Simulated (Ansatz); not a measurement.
Reaction (ligand exchange at the Si–N bond): `F/C=N/[SiH3]` + `OBS` → `OBS[SiH3]` + `N=CF`

Isolated molecules relaxed with PBE0-D4/def2-TZVP in Ansatz; ΔE leaves out vibrations. CBS: MP2 limit from def2 TZ/QZ plus the TZ coupled-cluster correction, frozen cores. This one scheme is used for every species. DFT in def2-TZVPP. B3LYP here is the variant with VWN-RPA as its local correlation; programs differ in this. HSE06 is defined as in plane-wave codes. Each species was taken in one conformer, which may not be the lowest.

`F/C=N/[SiH3]`:

Cartesian coordinates in Å:
```
F 0.618 2.326 1.294
C 0.031 1.269 0.727
N 0.695 0.386 0.176
Si 0.052 -1.030 -0.594
H -1.054 1.354 0.847
H 0.620 -2.218 0.085
H -1.437 -1.080 -0.520
H 0.475 -1.009 -2.015
```

`OBS`:

Z-matrix (Å, degrees):
```
B
S 1 1.813
O 1 1.351 2 121.4
H 1 1.193 2 120.6 3 -180.0
H 2 1.340 1 96.0 3 180.0
H 3 0.961 1 115.3 2 0.0
```

`OBS[SiH3]`:

Cartesian coordinates in Å:
```
O -0.521 -1.378 -1.264
B -0.766 -0.081 -1.523
S -0.398 1.350 -0.450
Si 0.605 0.520 1.244
H -0.129 -1.550 -0.400
H -1.289 0.198 -2.559
H 2.069 0.733 1.154
H 0.355 -0.949 1.327
H 0.075 1.157 2.472
```

`N=CF`:

```xyz
5

N     0.557   -0.184   -0.754
C    -0.160   -0.108    0.258
F    -0.448   -1.204    0.952
H     0.684    0.734   -1.170
H    -0.633    0.763    0.715
```

| level | ΔE (kJ/mol) | difference from CCSD(T)/CBS |
| --- | --- | --- |
| LDA (SPW92) | -9.1 | -4.5 |
| revPBE-D4 | -11.0 | -6.4 |
| B97M-V | -3.9 | 0.7 |
| r2SCANh-D4 | -4.4 | 0.2 |
| B2PLYP | 2.3 | 6.9 |
| PBE | -8.4 | -3.8 |
| BLYP | 3.6 | 8.2 |
| B3LYP | 3.7 | 8.3 |
| HSE06 | -7.0 | -2.4 |
| BHLYP | 6.0 | 10.6 |
| HF/def2-SVP | 8.8 | 13.4 |
| MP2/def2-SVP | 0.4 | 5.0 |
| CCSD/def2-SVP | -0.6 | 4.0 |
| CCSD/def2-TZVPP | 0.3 | 4.9 |
| CCSD(T)/def2-TZVPP | -2.3 | 2.3 |
| HF/def2-QZVPP | 12.6 | 17.2 |
| CCSD(T)/CBS | -4.6 | 0 |

Largest T1 diagnostic among the species: 0.014.

In def2-TZVPP, CCSD(T) changes the Hartree–Fock value by −14.4 kJ/mol (the triples alone add −2.6 kJ/mol) and MP2 by −13.5 kJ/mol. Leaving LDA and LC-ωPBE aside and taking each functional with its dispersion term where it has one, the values, not all of them listed here, spread over 14.8 kJ/mol, from revPBE-D4 to CAM-B3LYP-D4.
